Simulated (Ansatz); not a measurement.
Reaction (ligand exchange at the Al–N bond): `O=C[N]([AlH2])[SiH3]` + H₂S → `[AlH2][SH]` + `O=CN[SiH3]`

Gas-phase electronic energies from Ansatz, PBE0-D4/def2-TZVP geometries. CCSD(T)/CBS adds triple-zeta CCSD(T) − MP2 to the extrapolated MP2 energy (def2 sets, frozen cores). This one scheme is used for every species. Functionals use def2-TZVPP. Each species was taken in one conformer, which may not be the lowest.

Question: Is it downhill or uphill in electronic energy at CCSD(T)/CBS, and by how much? (Best estimate.)

Answer: Computed: Downhill: ΔE = -6.5 kcal/mol.

Question: What do these levels give: PBE-D4, PBE0-D4, ωB97M-V, r2SCAN, PBE0, MP2/def2-TZVPP, SCS-MP2/def2-TZVPP, CCSD(T)/def2-TZVPP, HF/def2-QZVPP, MP2/def2-QZVPP, MP2/CBS(def2), CCSD/CBS(def2)? (Best estimate.)

Answer: Ansatz gave: PBE-D4 -8.4, PBE0-D4 -8.5, ωB97M-V -6.8, r2SCAN -8.5, PBE0 -9.4, MP2/def2-TZVPP -5.8, SCS-MP2/def2-TZVPP -5.7, CCSD(T)/def2-TZVPP -5.7, HF/def2-QZVPP -8.6, MP2/def2-QZVPP -6.2, MP2/CBS(def2) -6.6, CCSD/CBS(def2) -6.9 kcal/mol.

Largest T1 diagnostic among the species: 0.015.

The D4 term adds +1.7 kcal/mol with B3LYP and +0.9 kcal/mol with PBE0; it sums over pairs of atoms, weighted by their polarisabilities, and B3LYP, whose exchange is more repulsive, gets the larger term. In def2-TZVPP, CCSD(T) changes the Hartree–Fock value by +3.2 kcal/mol (the triples alone add +0.4 kcal/mol) and MP2 by +3.1 kcal/mol.

B3LYP here is the variant with VWN-RPA as its local correlation; programs differ in this.
